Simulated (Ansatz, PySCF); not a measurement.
B(Cl)(GeH3)(OH) (BClGeH4O), SMILES [B](O)(Cl)[GeH3]. Atoms are numbered in the order given.

```xyz
8

B      0.4612     0.6861     0.0000
Cl    -0.7763     1.9777     0.0000
Ge    -0.1331    -1.3020     0.0000
H     -1.0079    -1.6016    -1.2474
H     -1.0079    -1.6016     1.2474
H      1.0688    -2.2827     0.0000
O      1.7724     1.0144     0.0000
H      1.9161     1.9832     0.0000
```

The structure is a stationary point at PBE-D3(BJ)/def2-SVP. The values are those of a single conformer.

Vertical ionisation energy (IE) and electron affinity (EA) in eV. Rows of orbital energies are one-electron estimates. Where ΔSCF, EOM or ADC give a negative EA the extra electron is unbound and the value depends on the basis.

| level | IE | EA |
|---|---|---|
| −ε(HOMO), −ε(LUMO), CAM-B3LYP/def2-TZVP (PySCF) | 9.71 | -0.11 |
| −ε(HOMO), −ε(LUMO), PBE/def2-TZVP (PySCF) | 7.15 | 1.98 |
| ΔSCF, CAM-B3LYP/def2-SVPD (Ansatz), final states of multiplicity 2 and 2 | 10.67 | -0.68 |
| ΔSCF, PBE/def2-SVPD (Ansatz), final states of multiplicity 2 and 2 | 10.20 | -0.56 |

Question: What vertical singlet–triplet gap does ΔSCF give with CAM-B3LYP/def2-SVPD (Ansatz, a first-principles code) and with PBE/def2-SVPD (Ansatz)? (The exact figures need the calculation; the answer reports its results.)

Answer: 5.21 and 4.84 eV (triplet above singlet where positive).
